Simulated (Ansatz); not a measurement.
One change: `N[SiH](N)[SiH3]` becomes `C[SiH](N)N`.

Ansatz, PBE0-D4/def2-TZVP geometries, multiplicity 1. Each molecule was computed in one conformer, which needn't be the lowest.

| property | `N[SiH](N)[SiH3]` |
| --- | --- |
| size of the dipole moment (ωB97M-V/def2-TZVPP) / D | 1.21 |
| HOMO energy (PBE/def2-TZVPP) / eV | -5.64 |
| zero-point energy (PBE0-D4/def2-TZVP) / kJ/mol | 225.4 |
| size of the dipole moment (PBE/def2-TZVPP) / D | 1.32 |
| LUMO energy (ωB97M-V/def2-TZVPP) / eV | 1.88 |
| LUMO energy (PBE0/def2-TZVPP) / eV | 0.27 |

Q: Give the same properties after the change, and the shifts. (An estimate is asked.)

A: Ansatz gave: 
| property | `C[SiH](N)N` | shift |
| --- | --- | --- |
| size of the dipole moment (ωB97M-V/def2-TZVPP) / D | 0.52 | -0.69 |
| HOMO energy (PBE/def2-TZVPP) / eV | -5.63 | 0.01 |
| zero-point energy (PBE0-D4/def2-TZVP) / kJ/mol | 256.8 | 31.4 |
| size of the dipole moment (PBE/def2-TZVPP) / D | 0.57 | -0.75 |
| LUMO energy (ωB97M-V/def2-TZVPP) / eV | 2.43 | 0.55 |
| LUMO energy (PBE0/def2-TZVPP) / eV | 1.06 | 0.79 |

With PBE0 the HOMO falls by 0.13 eV and the LUMO rises by 0.79 eV, so the gap widens by about 0.92 eV. PBE moves the HOMO by 0.01 eV and ωB97M-V by -0.33 eV. Dipoles are sizes alone; their direction can turn.
